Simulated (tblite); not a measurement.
Compound: C9H7 (doublet state).
Cartesian coordinates in Å at the GFN2-xTB level; atoms count from 1:
```
atom  x, y, z in Å
C1     2.0232    2.3802    1.8244
C2     1.6525    1.5657    1.0214
C3     1.2517    0.6132    0.0724
C4     0.0260    0.0506    0.0536
C5    -0.9515    0.4160    1.0071
C6    -1.7932    0.7066    1.8134
C7    -0.3708   -0.9529   -0.9601
C8     0.5580   -1.8697   -1.4068
C9    -1.6708   -0.9379   -1.4227
H10    2.3379    3.0901    2.5293
H11    1.9857    0.3522   -0.6788
H12   -2.5213    0.9692    2.5212
H13    1.5570   -1.9089   -1.0127
H14    0.2905   -2.6014   -2.1478
H15   -1.9977   -1.6417   -2.1668
H16   -2.3847   -0.2223   -1.0586
```

Calculated harmonic vibrations of the isolated species, GFN2-xTB (tblite), most abundant isotopes, no scaling. Errors from tens to a few hundred cm⁻¹ against measured bands are possible. One conformer, not necessarily the lowest. Open shells enter through the occupations alone, without spin polarisation, and single modes of such species can be off by tens of per cent.

Harmonic wavenumbers (cm⁻¹): 53.2, 92.1, 109.5, 140.4, 209.8, 241.3, 322.7, 368.4, 381.4, 430.5, 498.5, 504.6, 512.9, 541.0, 588.0, 634.2, 646.7, 660.7, 686.1, 754.8, 764.6, 793.6, 824.9, 943.5, 1023.3, 1053.6, 1108.8, 1283.0, 1354.1, 1365.4, 1453.5, 1472.5, 1602.3, 2235.4, 2250.6, 3053.0, 3117.8, 3121.3, 3152.7, 3161.1, 3396.9, 3397.7.

A = 2675, B = 1209, C = 870.1 MHz; mass 115.055 u (most abundant isotopes); point group C1, symmetry number 1; spin multiplicity 2.

**Question.** What is the zero-point energy?

**Answer.** Half the sum of the wavenumbers: 25153 cm⁻¹ = 300.90 kJ/mol.

**Question.** What is S at 298.15 K and 1 bar for an ideal gas of classical rigid rotors and harmonic oscillators?

**Answer.** Translation 168.04, rotation 121.86, vibration 118.19, spin (R ln 2) 5.76: S = 413.9 J/(mol K).

**Question.** And Cp and H(298.15 K) − H(0)?

**Answer.** Cp = 166.27 J/(mol K), of which vibrations give 133.01 (their classical limit is 42 R = 349.2); H(298.15 K) − H(0) = 29.35 kJ/mol without the zero-point energy, 19.43 from vibrations.

**Question.** What must be added to the electronic energy to get the Gibbs energy at 298.15 K and 1 bar?

**Answer.** ZPE + [H(298.15 K) − H(0)] − T·S = 300.90 + 29.35 − 123.39 = 206.86 kJ/mol.

**Question.** Blend soft modes into free rotors: weight 1/[1 + (100 cm⁻¹/ν̃)⁴] for the oscillator and the rest for a rotor with moment μB/(μ + B), μ = h/(8π²ν), B = 10⁻⁴⁴ kg m². What vibrational entropy results?

**Answer.** 110.83 J/(mol K) in place of 118.19, which changes −T·S at 298.15 K by +2.20 kJ/mol.

**Question.** Which modes carry the vibrational entropy at 298.15 K?

**Answer.** 53.2 cm⁻¹: 19.64; 92.1 cm⁻¹: 15.12; 109.5 cm⁻¹: 13.71; 140.4 cm⁻¹: 11.71; 209.8 cm⁻¹: 8.56; 241.3 cm⁻¹: 7.50 J/(mol K); the other 36 give 41.94 together.

Hindered rotation and anharmonicity are outside this model. Other conformers, if any are populated, would add a mixing term that is left out. The structure is chiral; the term R ln 2 for an equal mix with its mirror image is left out.
